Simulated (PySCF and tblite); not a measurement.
Values are calculated unless marked as measured or tabulated.
C6H4OS3, numbered as in [OH:1][c:2]1[cH:3][s:4][c:5]2[s:6][cH:7][c:8]([SH:9])[c:10]12.

Free energies: PBE0-D3(BJ)/pcSseg-1 on GFN2-xTB structures plus GFN2-xTB thermal terms, symmetry and mirror images included. Conformers within 2.5 kcal/mol (GFN2-xTB free energy) were kept, 4 at most. Programs: PySCF with density fitting and tblite.

Torsions listed: H1–O1–C2–C3, C7–C8–S9–H9. Of a mirror pair one member is shown.

```csv
conformer,shape,symmetry,E(GFN2) kcal/mol
1,"0°, 180°",Cs,0.00
2,"180°, 0°",Cs,1.09
3,"170°, 119°",C1 (pair),3.00
```

(1) Which of these conformers is the most populated at 298.15 K, and with what share?

(2) Give the DFT energies and free energies relative to the lowest, and all weights.

(3) How does its share change from 250 K to 350 K?

The minima are those of GFN2-xTB; planar forms about aryl–S or allylic bonds may be saddles in DFT.

Results:

(1) Conformer 3, about 99 %.

(2) 
| conformer | shape | E(DFT) kcal/mol | G(298.15 K) kcal/mol | weight % |
| --- | --- | --- | --- | --- |
| 1 | 0°, 180° | 1.64 | 2.81 | 0.9 |
| 2 | 180°, 0° | 3.42 | 4.15 | 0.1 |
| 3 | 170°, 119° | 0.00 | 0.00 | 99.1 |

(3) From 100 % to 98 %; the mixing entropy goes from 1.43 to 1.53 cal/(mol K).
